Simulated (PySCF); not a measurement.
C₄H₃ClF₂, SMILES C=C(F)/C(Cl)=C\F. Atoms are numbered in the order given.

```xyz
10

C     -2.1500     0.5586     0.0000
C     -1.0828    -0.2463     0.0000
F     -1.2512    -1.5781     0.0000
C      0.3281     0.1541     0.0000
Cl     0.6609     1.8704     0.0000
C      1.3970    -0.6639     0.0000
F      1.3143    -1.9873     0.0000
H     -3.1503     0.1241     0.0000
H     -2.0295     1.6394     0.0000
H      2.4225    -0.2863     0.0000
```

The structure is a stationary point at B3LYP-D3(BJ)/def2-SVP. The structure was generated by enumeration; whether it is a known compound was not checked. The values are those of a single conformer.

Computed with PySCF with PBE/def2-TZVP.

Symmetry labels are those of the subgroup Cs that the program uses (full group Cs).

List the valence orbital energies around the gap with their symmetry. (Estimate from the structure and the level; the computed values follow.)


```
orbital  symmetry  energy (eV)
-------  --------  -----------
HOMO−7         A"       -11.34
HOMO−6         A'       -10.24
HOMO−5         A'        -9.82
HOMO−4         A"        -9.33
HOMO−3         A'        -8.98
HOMO−2         A'        -7.97
HOMO−1         A"        -7.10
HOMO           A"        -6.00
LUMO           A"        -2.31
LUMO+1         A'        -1.05
LUMO+2         A"         0.56
LUMO+3         A'         1.27
```
